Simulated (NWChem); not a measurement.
System: C$_{6}$H$_{10}$; SMILES C#CCCCC

NWChem printed, in part:

```
             Northwest Computational Chemistry Package (NWChem) 7.3.0
             --------------------------------------------------------

 C1  symmetry detected

                             Geometry "geometry" -> ""
                             -------------------------

 Output coordinates in angstroms (scale by  1.889725989 to convert to a.u.)

  No.       Tag          Charge          X              Y              Z
 ---- ---------------- ---------- -------------- -------------- --------------
    1 C                    6.0000     0.83335099    -2.51394717     0.21079474
    2 C                    6.0000     0.04654087    -1.66667044    -0.15163121
    3 C                    6.0000    -0.89774634    -0.63828490    -0.57372783
    4 C                    6.0000    -1.03659978     0.52557934     0.41717573
    5 C                    6.0000     0.25064744     1.29972333     0.68592904
    6 C                    6.0000     0.83183845     2.00425679    -0.53117918
    7 H                    1.0000     1.52798975    -3.27014083     0.52588538
    8 H                    1.0000    -1.88472860    -1.10713064    -0.72672452
    9 H                    1.0000    -0.59038887    -0.26168395    -1.56468681
   10 H                    1.0000    -1.42682299     0.12902278     1.36882551
   11 H                    1.0000    -1.80810376     1.21157832     0.02612852
   12 H                    1.0000     0.04547012     2.04350132     1.47432521
   13 H                    1.0000     1.00109694     0.60982748     1.10894014
   14 H                    1.0000     1.14355176     1.29165440    -1.31107771
   15 H                    1.0000     1.72158728     2.59352884    -0.26179247
   16 H                    1.0000     0.10215860     2.69590058    -0.98399100

 Effective nuclear repulsion energy (a.u.)     217.8217507950

                                 NWChem DFT Module
                                 -----------------

 Summary of "ao basis" -> "ao basis" (spherical)
 ------------------------------------------------------------------------------
       Tag                 Description            Shells   Functions and Types
 ---------------- ------------------------------  ------  ---------------------
 C                          def2-svp                 6       14   3s2p1d
 H                          def2-svp                 3        5   2s1p

            General Information
            -------------------
          SCF calculation type: DFT
          Wavefunction type:  closed shell.
          No. of atoms     :    16
          No. of electrons :    46
           Alpha electrons :    23
            Beta electrons :    23
          Charge           :     0
          Spin multiplicity:     1
          Use of symmetry is: off; symmetry adaption is: off
          Maximum number of iterations: 150
          AO basis - number of functions:   134
                     number of shells:    66
          Convergence on energy requested:  1.00D-06
          Convergence on density requested:  1.00D-05
          Convergence on gradient requested:  5.00D-04

              XC Information
              --------------
                         B3LYP Method XC Potential
                     Hartree-Fock (Exact) Exchange  0.200
                        Slater Exchange Functional  0.800 local
                    Becke 1988 Exchange Functional  0.720 non-local
              Lee-Yang-Parr Correlation Functional  0.810
                  VWN I RPA Correlation Functional  0.190 local

             Grid Information
             ----------------
          Grid used for XC integration:  medium
          Radial quadrature: Mura-Knowles
          Angular quadrature: Lebedev.
          Tag              B.-S. Rad. Rad. Pts. Rad. Cut. Ang. Pts.
          ---              ---------- --------- --------- ---------
          C                   0.70       49          13.0       434
          H                   0.35       45          14.0       434
          Grid pruning is: on
          Number of quadrature shells:   744
          Spatial weights used:  Erf1

      Superposition of Atomic Density Guess
      -------------------------------------

 Sum of atomic energies:        -230.74165326

      Non-variational initial energy
      ------------------------------

 Total energy =    -234.845016
 1-e energy   =    -738.631977
 2-e energy   =     285.965210
 HOMO         =      -0.328478
 LUMO         =       0.050107

     ---------------------------------------------
      Total Density - Mulliken Population Analysis
     ---------------------------------------------

    Atom       Charge   Shell Charges
 -----------   ------   -------------------------------------------------------
    1 C    6     6.48   1.99  0.99  0.66  1.98  0.84  0.03
    2 C    6     5.87   1.99  0.98  0.24  1.90  0.72  0.04
    3 C    6     6.04   1.99  0.95  0.12  1.97  0.98  0.04
    4 C    6     6.18   1.99  0.96  0.20  1.99  1.00  0.03
    5 C    6     6.21   1.99  0.96  0.20  2.00  1.02  0.04
    6 C    6     6.28   1.99  0.96  0.20  2.05  1.05  0.02
    7 H    1     0.87   0.63  0.22  0.03
    8 H    1     0.88   0.66  0.19  0.02
    9 H    1     0.88   0.66  0.20  0.02
   10 H    1     0.90   0.68  0.20  0.02
   11 H    1     0.90   0.68  0.20  0.02
   12 H    1     0.90   0.68  0.20  0.02
   13 H    1     0.90   0.68  0.20  0.02
   14 H    1     0.90   0.67  0.20  0.03
   15 H    1     0.89   0.67  0.20  0.02
   16 H    1     0.90   0.67  0.20  0.02

   convergence    iter        energy       DeltaE   RMS-Dens  Diis-err
 ---------------- ----- ----------------- --------- --------- ---------
 d= 0,ls=0.0,diis     1   -234.3667569274 -4.52D+02  7.55D-03  4.57D-01
 d= 0,ls=0.0,diis     2   -234.4166501221 -4.99D-02  2.91D-03  6.94D-02
 d= 0,ls=0.0,diis     3   -234.4120933154  4.56D-03  1.77D-03  1.04D-01
 d= 0,ls=0.0,diis     4   -234.4244983622 -1.24D-02  4.85D-04  9.70D-03
 d= 0,ls=0.0,diis     5   -234.4257156982 -1.22D-03  6.96D-05  1.44D-04
  Resetting Diis
 d= 0,ls=0.0,diis     6   -234.4257325727 -1.69D-05  1.91D-05  6.34D-06
 d= 0,ls=0.0,diis     7   -234.4257332885 -7.16D-07  9.01D-06  7.02D-07

         Total DFT energy =     -234.425733288538
      One electron energy =     -744.954272029440
           Coulomb energy =      328.894192247595
    Exchange-Corr. energy =      -36.187404301711
 Nuclear repulsion energy =      217.821750795017

 Numeric. integr. density =       46.000016498680

                       DFT Final Molecular Orbital Analysis
                       ------------------------------------

 Vector   21  Occ=2.000000D+00  E=-3.304623D-01
              MO Center=  1.7D-01,  1.3D+00,  2.9D-01, r^2= 3.0D+00
   Bfn.  Coefficient  Atom+Function         Bfn.  Coefficient  Atom+Function
  ----- ------------  ---------------      ----- ------------  ---------------
   115      0.308293  13 H  s                60      0.238383   5 C  px
    61     -0.225859   5 C  py              130      0.217549  16 H  s
   110     -0.201406  12 H  s               105      0.194503  11 H  s
   116      0.169644  13 H  s                75      0.167388   6 C  py
    46     -0.162838   4 C  px              120     -0.157721  14 H  s

 Vector   22  Occ=2.000000D+00  E=-2.680207D-01
              MO Center=  3.2D-01, -1.9D+00,  3.2D-02, r^2= 2.2D+00
   Bfn.  Coefficient  Atom+Function         Bfn.  Coefficient  Atom+Function
  ----- ------------  ---------------      ----- ------------  ---------------
     6      0.350439   1 C  pz               20      0.325724   2 C  pz
     5      0.217120   1 C  py                9      0.212881   1 C  pz
    19      0.201243   2 C  py               23      0.175888   2 C  pz
     8      0.145928   1 C  py               22      0.143025   2 C  py
    47      0.128452   4 C  py               34     -0.110699   3 C  pz

 Vector   23  Occ=2.000000D+00  E=-2.665878D-01
              MO Center=  3.0D-01, -1.9D+00, -4.2D-02, r^2= 2.1D+00
   Bfn.  Coefficient  Atom+Function         Bfn.  Coefficient  Atom+Function
  ----- ------------  ---------------      ----- ------------  ---------------
     4      0.311933   1 C  px               18      0.289556   2 C  px
     5      0.207832   1 C  py                6     -0.194872   1 C  pz
     7      0.193368   1 C  px               19      0.188745   2 C  py
    20     -0.176554   2 C  pz               21      0.159942   2 C  px
    90      0.144184   8 H  s                95     -0.140285   9 H  s

 Vector   24  Occ=0.000000D+00  E= 3.688514D-02
              MO Center= -3.5D-01, -6.9D-01, -1.9D-01, r^2= 6.8D+00
   Bfn.  Coefficient  Atom+Function         Bfn.  Coefficient  Atom+Function
  ----- ------------  ---------------      ----- ------------  ---------------
    45      1.034911   4 C  s                31      0.933479   3 C  s
   106     -0.684429  11 H  s                73      0.660878   6 C  s
    91     -0.613518   8 H  s                22     -0.543312   2 C  py
    96     -0.521592   9 H  s                 9      0.464904   1 C  pz
     3     -0.413920   1 C  s               101     -0.379372  10 H  s

 Vector   25  Occ=0.000000D+00  E= 4.695759D-02
              MO Center=  1.4D-01, -1.7D+00, -2.0D-01, r^2= 3.7D+00
   Bfn.  Coefficient  Atom+Function         Bfn.  Coefficient  Atom+Function
  ----- ------------  ---------------      ----- ------------  ---------------
    96      0.616102   9 H  s                91     -0.529518   8 H  s
    21     -0.482422   2 C  px                7      0.448689   1 C  px
     8      0.339347   1 C  py               59     -0.333389   5 C  s
    18     -0.304834   2 C  px               45      0.302942   4 C  s
     9     -0.291702   1 C  pz                4      0.276909   1 C  px

 Vector   26  Occ=0.000000D+00  E= 6.510236D-02
              MO Center=  3.3D-01,  1.2D-01,  1.6D-02, r^2= 8.5D+00
   Bfn.  Coefficient  Atom+Function         Bfn.  Coefficient  Atom+Function
  ----- ------------  ---------------      ----- ------------  ---------------
    73      1.323902   6 C  s                31      1.131983   3 C  s
    59      0.771574   5 C  s               126     -0.722103  15 H  s
   111     -0.674590  12 H  s               131     -0.564302  16 H  s
    23      0.537886   2 C  pz              121     -0.515143  14 H  s
    91     -0.458769   8 H  s               116     -0.443717  13 H  s

     ---------------------------------------------
      Total Density - Mulliken Population Analysis
     ---------------------------------------------

    Atom       Charge   Shell Charges
 -----------   ------   -------------------------------------------------------
    1 C    6     6.47   1.99  0.91  0.76  2.03  0.76  0.02
    2 C    6     5.71   1.99  0.92  0.22  2.04  0.51  0.03
    3 C    6     5.92   1.98  0.92 -0.00  2.15  0.82  0.04
    4 C    6     5.99   1.98  0.92  0.11  2.12  0.82  0.04
    5 C    6     6.01   1.98  0.92  0.11  2.13  0.83  0.04
    6 C    6     6.01   1.98  0.91  0.11  2.12  0.85  0.03
    7 H    1     1.00   0.74  0.23  0.03
    8 H    1     0.97   0.75  0.20  0.02
    9 H    1     0.97   0.75  0.20  0.02
   10 H    1     0.99   0.75  0.22  0.02
   11 H    1     1.00   0.76  0.22  0.02
   12 H    1     1.00   0.76  0.22  0.02
   13 H    1     0.98   0.75  0.21  0.02
   14 H    1     0.98   0.75  0.21  0.02
   15 H    1     0.99   0.75  0.22  0.02
   16 H    1     1.00   0.75  0.23  0.02

     -------------------------------------------
      Total Density - Lowdin Population Analysis
     -------------------------------------------

    Atom       Charge   Shell Charges
 -----------   ------   -------------------------------------------------------
    1 C    6     6.10   1.97  0.62  0.36  1.84  1.26  0.05
    2 C    6     6.02   1.97  0.64  0.31  1.86  1.17  0.08
    3 C    6     6.04   1.96  0.57  0.29  1.93  1.19  0.10
    4 C    6     6.02   1.96  0.59  0.29  1.92  1.17  0.09
    5 C    6     6.04   1.96  0.58  0.29  1.93  1.19  0.09
    6 C    6     6.06   1.96  0.58  0.30  1.90  1.25  0.07
    7 H    1     0.96   0.60  0.28  0.08
    8 H    1     0.95   0.64  0.25  0.06
    9 H    1     0.96   0.64  0.26  0.07
   10 H    1     0.98   0.65  0.26  0.06
   11 H    1     0.98   0.65  0.27  0.06
   12 H    1     0.98   0.65  0.27  0.06
   13 H    1     0.98   0.65  0.26  0.07
   14 H    1     0.98   0.64  0.27  0.06
   15 H    1     0.98   0.64  0.27  0.06
   16 H    1     0.98   0.64  0.27  0.06

     Multipole analysis of the density
     ---------------------------------

     L   x y z        total         alpha         beta         nuclear
     -   - - -        -----         -----         ----         -------
     0   0 0 0     -0.000000    -23.000000    -23.000000     46.000000

     1   1 0 0     -0.140657     -0.070328     -0.070328      0.000000
     1   0 1 0      0.218597      0.109299      0.109299      0.000000
     1   0 0 1     -0.028004     -0.014002     -0.014002      0.000000

     2   2 0 0    -27.585651    -79.533066    -79.533066    131.480482
     2   1 1 0     -1.308572     -2.229609     -2.229609      3.150645
     2   1 0 1      0.865810      0.234426      0.234426      0.396957
     2   0 2 0    -28.539125   -240.334297   -240.334297    452.129470
     2   0 1 1     -0.547481      1.195092      1.195092     -2.937666
     2   0 0 2    -28.984868    -48.821128    -48.821128     68.657389
```

Level: B3LYP/def2-SVP. Coordinates come from a PBE0/def2-SVP optimisation.

Which NWChem input produces such a log?

Several could match; the one computed here: the input that was run:
```
start job
memory heap 200 mb stack 900 mb global 1100 mb
geometry units angstroms noautoz
  C      0.863180    -2.514372     0.117005
  C      0.050704    -1.667291    -0.184055
  C     -0.923700    -0.639352    -0.532335
  C     -1.011301     0.507117     0.484368
  C      0.284463     1.286517     0.689463
  C      0.787874     2.015186    -0.547922
  H      1.580243    -3.270312     0.377791
  H     -1.914893    -1.113113    -0.634537
  H     -0.678074    -0.244326    -1.533294
  H     -1.341842     0.092151     1.450657
  H     -1.809128     1.193529     0.151139
  H      0.121436     2.015766     1.500937
  H      1.063192     0.595528     1.055775
  H      1.057545     1.317777    -1.356691
  H      1.688105     2.606719    -0.321788
  H      0.028101     2.708566    -0.945177
end
basis spherical
  * library def2-svp
end
dft
  xc b3lyp
  iterations 150
  mulliken
end
task dft energy
```
